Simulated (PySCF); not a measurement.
# CaH₂ at several levels of theory

All levels use the PBE0 minimum (singlet; Ca–H 2.027 Å (×2); H–Ca–H 143.6°), basis [Ca def2-TZVP, H def2-TZVP], no relativity, density fitting, no spin–orbit coupling, PySCF. For vertical energies the ionised species is a doublet (spins chosen at PBE0 and kept) and the electron-attached one a doublet. Atomisation goes to high-spin ground-configuration atoms, without zero-point energy. Open shells are unrestricted, also as the reference of the correlated levels. A dash marks a value that was not computed or is not defined at that level.

```xyz
3
charge 0 multiplicity 1, angstrom
Ca   -0.0298   -0.0023    0.0000
H     0.6023    0.0470    1.9257
H     0.6023    0.0470   -1.9257
```

| level | atomisation (kJ/mol) | vertical IP (eV) | vertical EA (eV) | −ε(HOMO) (eV) | gap (eV) | dipole (D) |
| --- | --- | --- | --- | --- | --- | --- |
| PBE0 | ? | ? | ? | ? | ? | ? |
| CCSD(T) | ? | ? | ? | – | – | – |
| HF | 309 | 7.52 | 0.12 | 8.54 | 8.59 | 4.32 |
| PBE | 425 | 7.68 | 0.47 | 4.69 | 2.36 | 3.84 |
| r2SCAN | 458 | 7.69 | 0.43 | 4.87 | 3.27 | 4.07 |
| B3LYP | 439 | 7.94 | 0.46 | 5.65 | 3.71 | 3.96 |
| TPSSh | 476 | 7.77 | 0.38 | 5.27 | 3.42 | 4.04 |
| MP2 | 348 | 8.01 | 0.24 | – | – | – |
| M06-L | 460 | 7.73 | 0.08 | 4.82 | 3.44 | 4.26 |
| PBEsol | 439 | 7.61 | 0.42 | 4.63 | 2.45 | 3.84 |

Task: Fill in the row of CCSD(T).

Result: atomisation (kJ/mol) 369, vertical IP (eV) 7.98, vertical EA (eV) 0.27.

Task: Fill in the row of PBE0.

Result: atomisation (kJ/mol) 422, vertical IP (eV) 7.88, vertical EA (eV) 0.44, −ε(HOMO) (eV) 5.79, gap (eV) 4.17, dipole (D) 4.00.

For CaH₂ itself CCSD(T) correlates 12 electrons; T1 = 0.014, D1 = 0.044, (T) = -10 kJ/mol.

Spin contamination in at least one species weakens the values at: HF, MP2.

Without diffuse functions attachment energies tend to come out too low.
